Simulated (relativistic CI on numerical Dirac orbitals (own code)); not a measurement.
Hyperfine structure of Pr²⁰⁺, mass number 141

Method of calculation: Dirac-Coulomb-Breit CI, KLI orbitals optimised for each configuration, model QED, unscaled Slater integrals (own radial code, finite nucleus).

Configuration list (outside the closed core [Ar] 3d10): 4s2 4p6 4d3, 4s2 4p5 4d4, 4s2 4p6 4d2 4f, 4s 4p6 4d4, 4s2 4p6 4d2 5s, 4s 4p6 4d3 4f, 4s2 4p6 4d2 5p, 4s2 4p6 4d 4f 5s, 4s2 4p6 4d2 5d, 4s2 4p6 4d 5s 5p, 4s2 4p6 4d 4f2, 4s2 4p6 4f3, 4s2 4p6 4f2 5s, 4s 4p6 4d 4f3, 4s2 4p6 4f2 5p, 4p6 4d5, 4p5 4d6, 4s2 4p6 4d 5s2, 4s2 4p6 4f 5s2, 4s 4p6 4d 4f 5s2, 4s2 4p6 5s2 5p. Double excitations out of closed p, d and f shells are left out; levels of such configurations are missing from the list, as are those of other unlisted configurations, and high levels can miss mixing partners. These lack a partner that the ground configuration has and come out too high: 4s2 4p6 4d2 5d.

Nuclear spin I = 5/2, μ = 4.266 μN, Q = -0.0589 b (tables of Stone and Pyykkö). The electronic factors are computed for point nuclear moments, without core polarisation or the Bohr-Weisskopf and QED corrections.

```json
{"Level": "4s2 4p6 4d3 4F_3/2", "E (cm⁻¹)": "0.0", "A (MHz)": "15240", "B (MHz)": "217"}
{"Level": "4s2 4p6 4d3 4F_5/2", "E (cm⁻¹)": "23924.7", "A (MHz)": "8789", "B (MHz)": "142"}
{"Level": "4s2 4p6 4d3 4F_7/2", "E (cm⁻¹)": "39761.5", "A (MHz)": "8220", "B (MHz)": "61.6"}
{"Level": "4s2 4p6 4d3 4P_1/2", "E (cm⁻¹)": "49802.2", "A (MHz)": "-6353", "B (MHz)": ""}
{"Level": "4s2 4p6 4d3 2G_7/2", "E (cm⁻¹)": "73447.1", "A (MHz)": "8852", "B (MHz)": "-130"}
{"Level": "4s2 4p6 4d3 4P_5/2", "E (cm⁻¹)": "74708.4", "A (MHz)": "3276", "B (MHz)": "-310"}
{"Level": "4s2 4p6 4d3 2H_9/2", "E (cm⁻¹)": "78060.5", "A (MHz)": "8046", "B (MHz)": "-253"}
{"Level": "4s2 4p6 4d3 2P_1/2", "E (cm⁻¹)": "91737.0", "A (MHz)": "-1320", "B (MHz)": ""}
```

Levels with J = 0, under 50 % of one LS term, or S terms without an open s electron are left out. Small factors come from cancelling terms and can be off by tens of per cent or more.

At this charge energies of transitions that change n are usually good to better than 1 %, and those within a shell (Δn = 0) to a few per cent. Terms inside the open d or f shell come out 10 to 20 % too wide with unscaled integrals.

(1) Give the hyperfine levels of 4s2 4p6 4d3 4F_3/2 relative to its centre of gravity.

## Answers

(1) With K = F(F + 1) − I(I + 1) − J(J + 1), E = AK/2 + B[¾K(K + 1) − I(I + 1)J(J + 1)]/[2I(2I − 1)J(2J − 1)]: F = 1: -79870, F = 2: -49560, F = 3: -3930, F = 4: 57210 MHz.

LS names give the leading component of a level, which can be under half, so a name can repeat, a term be missing and a line seem to break the LS rules.
